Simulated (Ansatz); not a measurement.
`BC(=C)SC` → B• + 3 C• + 7 H• + S•  (atomization)

Program: Ansatz. Geometries: PBE0-D4/def2-TZVP. ΔE: electronic, gas phase. CCSD(T)/CBS is the MP2 limit (def2-TZVPP, def2-QZVPP) plus CCSD(T) − MP2 in def2-TZVPP, frozen cores. This one scheme is used for every species, atoms too. Open shells (•) are unrestricted, without spin–orbit coupling. Spin–orbit coupling would lower the free atoms: a little for B, C, S. Each species was taken in one conformer, which may not be the lowest.

`BC(=C)SC`:

```xyz
12

B    -1.198    0.172    0.763
C     0.200   -0.454    0.625
C     0.614   -1.244    1.636
S     1.291   -0.218   -0.733
C     0.382    0.857   -1.845
H    -1.685    0.898   -0.050
H    -1.818   -0.094    1.751
H     1.583   -1.736    1.647
H    -0.034   -1.409    2.488
H    -0.541    0.394   -2.192
H     1.043    1.010   -2.700
H     0.165    1.823   -1.389
```

```tsv
species	MP2/def2-QZVPP energy (Eh)
`BC(=C)SC`	-540.76242
B•	-24.57979
C•	-37.76525
H•	-0.49998
S•	-397.64119
```

**Question.** Work out ΔE.

**Answer.** ΔE = 7 × (-0.49998) + 3 × (-37.76525) + (-24.57979) + (-397.64119) − (-540.76242) = 1.74583 Eh = +4583.7 kJ/mol. CCSD(T)/CBS gives +4560.4 kJ/mol.

Largest T1 diagnostic among the species: 0.014.

From PBE to PBE0 (25 % exact exchange), in def2-TZVPP and without D4, ΔE moves by −64.3 kJ/mol: exact exchange takes away binding that semilocal exchange gives to molecules. In def2-TZVPP, CCSD(T) changes the Hartree–Fock value by +1029.1 kJ/mol (the triples alone add +69.4 kJ/mol) and MP2 by +1096.1 kJ/mol; breaking electron pairs costs correlation energy, which Hartree–Fock lacks.

For atomizations the MP2-based limit and the directly extrapolated one differ by several kJ/mol either way, and by 10 to 25 for some Ge, Se and Sn compounds, so smaller differences from it don't rank the levels.
